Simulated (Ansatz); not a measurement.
Ideal-gas functions of `F[Si]1(Cl)CO1` at 500 K and 1 bar, from an Ansatz frequency run at PBE0-D4/def2-TZVP.

Molar mass 112.56 g/mol, point group C1 (symmetry number 1), electronic degeneracy 1, moments of inertia 100.512, 189.696, 253.813 u Å². Harmonic wavenumbers (cm⁻¹, unscaled): 191, 221, 274, 304, 514, 692, 765, 806, 916, 1083, 1098, 1156, 1460, 3116, 3200.

Use S(trans) = R[1.5 ln M + 2.5 ln T − 1.1517]; rotational temperatures θ = 24.2544 K / I; S(rot) = R[ln(√π/σ · √(T³/θAθBθC)) + 1.5]; for each mode x = 1.438777 ν̃/T, S = R[x/(eˣ − 1) − ln(1 − e⁻ˣ)] and H = RT x/(eˣ − 1); 1 cm⁻¹ = 0.0119627 kJ/mol; R = 8.31446 J/(mol·K).

Problem. By hand: the entropy, in J/(mol·K).

Solution. Translation 178.5. Rotation: θ = 0.2413, 0.1279, 0.0956 K, giving 119.0. Vibration, mode by mode: 13.39, 12.22, 10.50, 9.69, 5.78, 3.84, 3.25, 2.96, 2.31, 1.58, 1.53, 1.33, 0.66, 0.01, 0.01, in all 69.1. Electronic 0.0. Sum 366.6 J/(mol·K).

Problem. By hand: H − E and G − E in kJ/mol, counted from the electronic energy.

Solution. Zero-point energy ½ × 15796 × 0.0119627 = 94.5; thermal vibration 19.6; translation, rotation and pV give 4 RT = 16.6. H − E = 130.7 kJ/mol, and G − E = 130.7 − 500 × 366.6/1000 = -52.6 kJ/mol.

Vibration gives 19 % of the entropy. The sum counts one conformer and one mirror image; others add a mixing term.
